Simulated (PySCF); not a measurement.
An unknown shows these calculated signals:

1H NMR (600 MHz, computed): δ 7.24 (m, 1H), 6.45 (br s, 1H), 6.21 (m, 1H).

13C{1H} NMR (computed): δ 169.5 (C), 154.3 (CH), 133.6 (C), 125.1 (CH).

- GFN2-xTB structure
- shieldings: GIAO PBE0/pcSseg-1
- program: PySCF 2.14
- one computed conformer, non-relativistic Hamiltonian, averaged over atoms made equivalent by symmetry, fast rotation or ring inversion, no solvent

δ = σ(ref) − σ, references computed at the same level: 1H (σ = 31.72 ppm) and 13C (σ = 186.93 ppm) vs TMS.

Which of these does the molecule contain: a CH3CH2 unit, a carboxylic acid, an amide, a non-aromatic C=C double bond, a (CH3)2CH unit, an OH group?

Answers


- A CH3CH2 unit: no.
- A carboxylic acid: yes (δC 169.5; δH 6.45 (br s)).
- An amide: no.
- A non-aromatic C=C double bond: yes.
- A (CH3)2CH unit: no.
- An OH group: yes (δH 6.45 (br s)).

The data belong to `O=C(O)/C=C/C(F)(Cl)Cl`, C$_{4}$H$_{3}$Cl$_{2}$FO$_{2}$; they needn't prove each group on their own.

Carbon signals by region: 1 in the far downfield region (above 160 ppm), 3 in the sp2 and nitrile region (100–160 ppm). Above 160 ppm: 169.5, carboxylic acid carbon.

Exchangeable OH/NH protons stand at their gas-phase positions; hydrogen bonding in a real sample shifts them, mostly to higher δ. Carbons that carry Cl, above all several Cl atoms, come out too deshielded, partly because spin–orbit coupling is missing. Splittings by 19F in the carbon and heteronuclear signals aren't shown, as no couplings were computed. Shifts are as computed. Against solution values, carbons near 30 ppm lie about +3 ppm off and those near 130 ppm about +5 ppm; carbons on Cl a further +6 ppm. Of 1211 compounds with measured shifts, 218 miss one by over three times the rms of a fit or turn the order of signals round; such compounds aren't used in these exercises. The C=O carbon of an acid or of an amide with N–H lies up to 10 ppm further downfield in solution, through hydrogen bonding that the calculation lacks. No couplings were computed; multiplicities are counted from neighbouring protons, with m where these are inequivalent, close in shift, in a saturated or five-membered ring or joined by F or P, and br s for small geminal =CH2 splittings.
